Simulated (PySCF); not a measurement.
**Deuteron quadrupole couplings in `C/C=C/C(F)=C\S(C)(=O)=O`**

Species: C6H9FO2S.
Numbering: `[CH3:1]/[CH:2]=[CH:3]/[C:4]([F:5])=[CH:6]\[S:7]([CH3:8])(=[O:9])=[O:10]` (hydrogens: H11, H12, H13 on C1; H14 on C2; H15 on C3; H16 on C6; H17, H18, H19 on C8)

Geometry (GFN2-xTB, Å), atoms numbered from 1 in this order:
```xyz
19
C6H9FO2S angstrom
C     -3.2033    0.0406    0.7520
C     -2.1839   -0.6210   -0.0979
C     -0.8674   -0.5074    0.0971
C      0.1208   -1.1630   -0.7191
F     -0.3700   -1.9896   -1.6735
C      1.4453   -1.0337   -0.6350
S      2.2704    0.0716    0.4919
C      2.2432    1.6456   -0.4131
O      1.5132    0.2400    1.7032
O      3.6311   -0.3668    0.6075
H     -3.8250    0.7007    0.1474
H     -2.7370    0.6144    1.5478
H     -3.8617   -0.7083    1.1911
H     -2.5609   -1.2182   -0.9189
H     -0.4631    0.0698    0.9148
H      2.1158   -1.5790   -1.2738
H      2.7869    1.5105   -1.3385
H      1.2102    1.9109   -0.5958
H      2.7257    2.3922    0.2053
```

Level: PBE0/pcSseg-1 (PySCF, non-relativistic); Q(2H) = 0.00286 b; rigid geometry, the same for H and D, with no vibrational averaging.

Question: Rank these positions by the coupling χzz of a deuteron there, largest first.
A. H16 (vinylic hydrogen)
B. H11 (methyl hydrogen)
C. H17 (methyl hydrogen)

Answer: A (227 kHz), C (215 kHz), B (208 kHz).

Q: What are Vzz, η and χzz (234.96 MHz × Q × Vzz) at all hydrogens?

A: 
```tsv
atom	bonded to	bond length (Å)	Vzz (au)	η	χzz (kHz)
H11	C1	1.090	0.3101	0.03	208
H12	C1	1.086	0.3131	0.03	210
H13	C1	1.090	0.3102	0.03	208
H14	C2	1.083	0.3165	0.04	213
H15	C3	1.079	0.3073	0.11	207
H16	C6	1.075	0.3371	0.10	227
H17	C8	1.082	0.3195	0.04	215
H18	C8	1.082	0.3187	0.05	214
H19	C8	1.083	0.3189	0.04	214
```

Q: How does χzz go with the bond length over the 9 C–H bonds?

A: A straight-line fit has a slope of -8.8 kHz for each 0.01 Å, with a correlation coefficient of -0.71, over lengths from 1.075 to 1.090 Å.

One conformer (not necessarily the lowest) at the GFN2-xTB geometry, without solvent, vibrations or thermal averaging. GFN2-xTB bond lengths can be off by several hundredths of an ångström, more for odd bonds, and the gradients follow them. The basis is small and wasn't made for field gradients, so the couplings can be 20 % off.
